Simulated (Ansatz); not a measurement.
Reactions of B2H4, SMILES `BB`.

Program: Ansatz. Geometries: PBE0-D4/def2-TZVP. ΔE: electronic, gas phase. CCSD(T)/CBS is the MP2 limit (def2-TZVPP, def2-QZVPP) plus CCSD(T) − MP2 in def2-TZVPP, frozen cores. This one scheme is used for every species. DFT in def2-TZVPP. For Ga outer-core shells are correlated without core-valence functions, which leaves a few kJ/mol of doubt a bond. Scalar relativity is left out up to krypton. Each species was taken in one conformer, which may not be the lowest.

```tsv
reaction	ωB97X-V (kcal/mol)	CCSD(T)/CBS(def2) (kcal/mol)
`BB` + `CN[SiH2]N` → `BN(C)[SiH2]N` + BH₃	-32.7	-34.3
`BB` + `NCCN` → `BNCCN` + BH₃	-37.7	-38.9
`BB` + `CN[SiH2][SiH3]` → `BN(C)[SiH2][SiH3]` + BH₃	-34.7	-36.8
`BB` + `[OH][Ga]([Cl])[O][SiH3]` → `B[O][Ga]([Cl])[O][SiH3]` + BH₃	-30.7	-31.6
```

Largest T1 diagnostic: 0.014, for `B[O][Ga]([Cl])[O][SiH3]`.
